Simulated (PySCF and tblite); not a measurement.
The numbers below are computed, except where a source is named.
C₅H₉Br, numbered as in [Br:1][CH:2]1[CH2:3][CH2:4][CH2:5][CH2:6]1.

Search: ETKDG and KDG, MMFF94s, GFN2-xTB, 60 starts; geometries at GFN2-xTB. Free energies are B3LYP-D3(BJ)/def2-SVP (IEF-PCM, chloroform) single points with GFN2-xTB rigid-rotor and vibrational terms (modes under about 100 cm⁻¹ blended into free rotors). Symmetry numbers and mirror images are counted. Conformers within 3 kcal/mol (GFN2-xTB free energy) were kept, 10 at most. Programs: PySCF with density fitting and tblite.

The 5-ring runs over atoms 2–3–4–5–6.

```json
{"conformer": "1", "shape": "5-ring envelope (ring torsions -25, 0, 25, -41, 41°)", "symmetry": "Cs", "E(GFN2) kcal/mol": "0.40"}
{"conformer": "2", "shape": "5-ring envelope (ring torsions 24, 0, -24, 39, -39°)", "symmetry": "Cs", "E(GFN2) kcal/mol": "0.00"}
```

Q: Which of these conformers is the most populated at 298.15 K, and with what share?

A: Conformer 2, about 69 %. The lead over the next is within the error of the method.

Q: Give the DFT energies and free energies relative to the lowest, and all weights.

A: 
```tsv
conformer	shape	E(DFT) kcal/mol	G(298.15 K) kcal/mol	weight %
1	5-ring envelope (ring torsions -25, 0, 25, -41, 41°)	0.76	0.46	31.3
2	5-ring envelope (ring torsions 24, 0, -24, 39, -39°)	0.00	0.00	68.7
```

Q: How does its share change from 250 K to 373.15 K?

A: From 74 % to 62 %; the mixing entropy goes from 1.13 to 1.32 cal/(mol K).
